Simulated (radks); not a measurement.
In4+, configuration [Kr] 4d9.

Method: Dirac Kohn-Sham, PBE, spin-unpolarised, spherical densities, finite nucleus; open shells fill j = l - 1/2 first; Fermi nuclear charge, rms radius 4.6156 fm; computed with a radial shooting solver on a logarithmic mesh with Libxc functionals.

Energy parts (eV):
part                       energy
total                 -159977.618
kinetic                168096.583
electron-nucleus      -386040.794
Hartree                 62279.135
exchange-correlation    -4312.542

Orbitals (lengths in bohr, moments of r in powers of bohr):
| orbital | occ. | eigenvalue (eV) | <r^2> |
|---|---|---|---|
| 1s1/2 | 2 | -27784.73 | 0.001195 |
| 2s1/2 | 2 | -4201.037 | 0.01941 |
| 2p1/2 | 2 | -3921.102 | 0.01445 |
| 2p3/2 | 4 | -3710.222 | 0.01577 |
| 3s1/2 | 2 | -836.9933 | 0.1388 |
| 3p1/2 | 2 | -724.0174 | 0.1339 |
| 3p3/2 | 4 | -685.9131 | 0.1426 |
| 3d3/2 | 4 | -486.1238 | 0.1234 |
| 3d5/2 | 6 | -478.3157 | 0.1260 |
| 4s1/2 | 2 | -167.7091 | 0.8051 |
| 4p1/2 | 2 | -130.5916 | 0.9100 |
| 4p3/2 | 4 | -123.8196 | 0.9690 |
| 4d3/2 | 4 | -65.6388 | 1.426 |
| 4d5/2 | 5 | -64.6899 | 1.457 |

The highest occupied level is 4d5/2 at -64.690 eV. The density falls to 0.001 e/bohr^3 at r = 2.81 bohr. Summed over all electrons, <r^2> = 22.79 bohr^2, which gives a Langevin (diamagnetic) susceptibility term of -18 x 10^-6 cm^3/mol.
